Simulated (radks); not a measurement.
Question: The mean radii <r> (bohr) of the occupied orbitals of an atom or ion are listed with their occupations. Method: scalar-relativistic Kohn-Sham, BLYP, spin-polarised, spherical densities, finite nucleus; Fermi nuclear charge, rms radius of each element as measured or else 0.836 A^(1/3) + 0.57 fm; computed with a radial shooting solver on a logarithmic mesh with Libxc functionals.

| orbital | occ. | <r> |
|---|---|---|
| 1s | 2 | 0.03040 |
| 2s | 2 | 0.1317 |
| 2p | 6 | 0.1148 |
| 3s | 2 | 0.3584 |
| 3p | 6 | 0.3572 |
| 3d | 10 | 0.3348 |
| 4s | 2 | 0.8788 |
| 4p | 6 | 0.9595 |
| 4d | 10 | 1.256 |

Name the element and its charge. Open shells, if any, are filled with parallel spins first.

Answer: Z = 48, cadmium, charge +2: Cd2+ in [Kr] 4d10. The 1s radius gives Z: for a bare nucleus <r> = (2 gamma + 1)/(2Z) with gamma = sqrt(1 - (Z/c)^2), 0.02993 bohr for Z = 48, and screening makes it slightly larger (0.03040 here). The occupations add up to 46, and the charge is Z minus that.
